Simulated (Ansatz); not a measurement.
`O=C([SiH3])S` and `O=C(S)BF` differ in one atom or group.

Ansatz, PBE0-D4/def2-TZVP geometries, multiplicity 1. Each molecule was computed in one conformer, which needn't be the lowest.

```tsv
property	`O=C([SiH3])S`
zero-point energy (PBE0-D4/def2-TZVP) / kJ/mol	112.8
size of the dipole moment (B3LYP/def2-TZVPP) / D	1.47
HOMO–LUMO gap (ωB97M-V/def2-TZVPP) / eV	10.25
HOMO energy (PBE/def2-TZVPP) / eV	-6.01
LUMO energy (B3LYP/def2-TZVPP) / eV	-1.73
HOMO–LUMO gap (PBE0/def2-TZVPP) / eV	5.85
```

Problem. Give the same properties after the change, and the shifts. (Best estimate.)

Solution. Ansatz gave: 
```tsv
property	`O=C(S)BF`	shift
zero-point energy (PBE0-D4/def2-TZVP) / kJ/mol	88.7	-24.1
size of the dipole moment (B3LYP/def2-TZVPP) / D	2.95	1.48
HOMO–LUMO gap (ωB97M-V/def2-TZVPP) / eV	9.55	-0.70
HOMO energy (PBE/def2-TZVPP) / eV	-6.18	-0.17
LUMO energy (B3LYP/def2-TZVPP) / eV	-2.72	-0.99
HOMO–LUMO gap (PBE0/def2-TZVPP) / eV	5.15	-0.70
```

With PBE0 the HOMO falls by 0.27 eV and the LUMO falls by 0.98 eV, so the gap narrows by about 0.71 eV. PBE moves the HOMO by -0.17 eV and ωB97M-V by -0.32 eV. The zero-point energy changes by -24.1 kJ/mol with -3 modes. Dipoles are sizes alone; their direction can turn.

B3LYP here is the variant with VWN-RPA as its local correlation; programs differ in this.
